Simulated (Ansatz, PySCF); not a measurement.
This Ansatz (a quantum-chemistry and plane-wave program) input computes a B3LYP/def2-TZVPD energy:

Ansatz 0.2 input:
```yaml
crystal:
  periodic: [false, false, false]
  atoms:
    - {symbol: Ge, position_ang: [0.00000000, 0.00000000, 0.00000000]}
    - {symbol: O, position_ang: [-0.00000000, -0.00000000, -1.65214308]}
    - {symbol: O, position_ang: [0.00000000, 0.00000000, 1.65214308]}
basis:
  gaussian:
    orbitals: def2-TZVPD
hamiltonian:
  xc: {name: B3LYP}
total_charge: 1
magnetization: {spin_polarized: true, initial_magnetization: 1}
output: {forces: true}
```

Q: Write an input for the same energy in PySCF and say what it gives.

A: 
```python
from pyscf import gto, scf, dft

mol = gto.M(
    atom='''
    Ge    0.00000000    0.00000000    0.00000000
    O    -0.00000000   -0.00000000   -1.65214308
    O     0.00000000    0.00000000    1.65214308
    ''',
    basis='def2-tzvpd',
    charge=1,
    spin=1,
    symmetry='D2h',
    verbose=4,
)

mf = dft.UKS(mol, xc='b3lyp').density_fit(auxbasis='def2-universal-jkfit')
mf.grids.level = 3
mf.conv_tol = 1e-9
mf.max_cycle = 100
mf.max_memory = 1500
mf.kernel()
if not mf.converged:
    mf = mf.newton()
    mf.kernel(mf.make_rdm1())
mf.analyze()
```
It gives -2227.08668 Eh, and Ansatz -2227.08663 Eh, a difference of 0.05 mEh, from the treatment of integrals and grids.
